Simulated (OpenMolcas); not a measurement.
**AlGeH4Cl (SMILES [Cl][AlH][GeH3]): methods side by side**

AlGeH4Cl: 7 atoms, total charge 0, spin state singlet. SMILES: `[Cl][AlH][GeH3]`. The shape is that of a PBE0-D4/def2-TZVP optimisation.

```xyz
7

Cl   -2.4993   -1.5272   -0.1269
Al   -0.4254   -1.3147    0.1445
Ge    0.5011    0.9598   -0.0933
H     0.3795   -2.6320    0.4800
H     0.2257    1.5225   -1.4999
H    -0.1440    1.9264    0.9168
H     2.0237    0.9973    0.1331
```

Quantity: the energy change with the Al2–Ge3 bond stretched from 2.467 to 2.838 Å, in eV. The values are calculated.

```csv
level,kind,program,value (eV),CPU time (all runs)
PBE/def2-SVP (restricted),GGA,OpenMolcas,0.34,59 s
revPBE/def2-SVP (restricted),GGA,OpenMolcas,0.31,58 s
TPSS/def2-SVP (restricted),meta-GGA,OpenMolcas,0.36,87 s
r2SCAN/def2-SVP (restricted),meta-GGA,OpenMolcas,0.40,79 s
BHLYP/def2-SVP (restricted),global hybrid,OpenMolcas,0.40,54 s
M06-2X/def2-SVP (restricted),hybrid meta-GGA,OpenMolcas,0.39,72 s
PBE0/def2-SVP (restricted),global hybrid,OpenMolcas,0.39,59 s
MP2/def2-SVP (restricted),perturbation theory,OpenMolcas,0.41,18 s
```

All-electron rows without a relativistic Hamiltonian named are non-relativistic. The first shape isn't each level's own minimum. The values span 0.31 to 0.41 eV. In the correlated wave-function rows the outer d shell of Ge is correlated, in sets not made for it. CPU times are rough (shared hosts, several kinds of processor and program).
